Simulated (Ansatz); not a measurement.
A nudged elastic band was laid between two geometries of BClH3NO + H3P (11 atoms, charge 0, multiplicity 1).

Level of theory: Ansatz 0.2.0, RKS B3LYP/cc-pVDZ.

```
movable images  : 9
climbing image  : yes
spring          : 5.0 eV/Å²
optimiser       : quadratic models (default)
start path      : through a guess of the saddle point
force threshold : 0.05 eV/Å
iteration limit : 60
end points      : relaxed
```

Initial state:

```xyz
11
Properties=species:S:1:pos:R:3
B -0.081 -0.818 -0.464
O -0.245 -0.158 0.724
H -1.133 -0.273 1.088
N 1.137 -0.785 -1.144
H 1.935 -0.277 -0.782
H 1.290 -1.258 -2.024
Cl -1.465 -1.749 -1.173
P 0.265 3.507 2.376
H 1.640 3.358 2.760
H 0.596 4.163 1.143
H 0.208 2.209 1.769
```

Final state:

```xyz
11
Properties=species:S:1:pos:R:3
B 0.376 0.870 -0.335
O -0.645 -0.707 2.158
H -1.366 -0.641 1.513
N 1.414 0.038 -0.723
H 1.271 -0.774 -1.315
H 2.355 0.124 -0.358
Cl -1.264 0.578 -1.042
P 0.525 2.310 0.965
H 1.932 2.556 0.836
H 0.128 3.363 0.082
H -0.579 0.202 2.491
```

**Question.** What changes between the two ends?

**Answer.** Bonds broken: B1–O2, P8–H11. Bonds formed: B1–P8, O2–H11. BClH3NO + H3P becomes BClH4NP + H2O.

**Question.** Give the energies along the band, and the barrier.

**Answer.** It converged. The highest image is number 5 of 0 to 10, 2.54 eV above the first end and 1.31 eV above the last; the last end lies 1.23 eV above the first. The profile has 2 maxima (images 5, 9) with wells between them (image 7): this band takes more than one step, which may be the mechanism or a detour left from its start path. Neighbouring images differ by up to 2.4 eV, so the band resolves the path poorly. A vibrational analysis at the climbing image gives one clearly imaginary mode, 1216i cm⁻¹: a first-order saddle point. The orbitals stay closed-shell, which can raise the energy where a bond breaks towards radicals; this wasn't checked here.

```json
{"image": "0", "path coordinate (Å)": "0.00", "energy (eV)": "0.00", "B1–O2 (Å)": "1.37", "P8–H11 (Å)": "1.43", "B1–P8 (Å)": "5.19"}
{"image": "1", "path coordinate (Å)": "1.45", "energy (eV)": "0.01", "B1–O2 (Å)": "1.37", "P8–H11 (Å)": "1.43", "B1–P8 (Å)": "4.77"}
{"image": "2", "path coordinate (Å)": "2.91", "energy (eV)": "0.02", "B1–O2 (Å)": "1.37", "P8–H11 (Å)": "1.43", "B1–P8 (Å)": "4.29"}
{"image": "3", "path coordinate (Å)": "4.36", "energy (eV)": "0.03", "B1–O2 (Å)": "1.37", "P8–H11 (Å)": "1.43", "B1–P8 (Å)": "3.94"}
{"image": "4", "path coordinate (Å)": "5.82", "energy (eV)": "0.12", "B1–O2 (Å)": "1.37", "P8–H11 (Å)": "1.43", "B1–P8 (Å)": "3.37"}
{"image": "5", "path coordinate (Å)": "7.27", "energy (eV)": "2.54", "B1–O2 (Å)": "1.55", "P8–H11 (Å)": "1.86", "B1–P8 (Å)": "2.34"}
{"image": "6", "path coordinate (Å)": "9.03", "energy (eV)": "1.70", "B1–O2 (Å)": "1.75", "P8–H11 (Å)": "2.78", "B1–P8 (Å)": "1.99"}
{"image": "7", "path coordinate (Å)": "10.78", "energy (eV)": "1.27", "B1–O2 (Å)": "3.15", "P8–H11 (Å)": "3.38", "B1–P8 (Å)": "1.95"}
{"image": "8", "path coordinate (Å)": "12.54", "energy (eV)": "1.29", "B1–O2 (Å)": "3.45", "P8–H11 (Å)": "3.75", "B1–P8 (Å)": "1.95"}
{"image": "9", "path coordinate (Å)": "14.30", "energy (eV)": "1.33", "B1–O2 (Å)": "3.13", "P8–H11 (Å)": "2.95", "B1–P8 (Å)": "1.96"}
{"image": "10", "path coordinate (Å)": "16.05", "energy (eV)": "1.23", "B1–O2 (Å)": "3.12", "P8–H11 (Å)": "2.83", "B1–P8 (Å)": "1.95"}
```

**Question.** What is the geometry of the highest image?

**Answer.** 
```xyz
11
Properties=species:S:1:pos:R:3
B 0.073 0.243 -0.007
O 0.347 -0.249 1.442
H -0.481 -0.589 1.830
N 1.026 -0.245 -0.938
H 2.003 -0.301 -0.667
H 0.916 -0.019 -1.921
Cl -1.696 0.171 -0.456
P 0.397 2.492 0.543
H -0.448 2.882 1.638
H 1.631 2.611 1.270
H 0.379 0.923 1.540
```

The band took 32 iterations and roughly 28 core-minutes.

Run time: 7.6 min on 4 threads of Arm Neoverse V2, with other jobs on the host, peak memory 0.25 GiB.
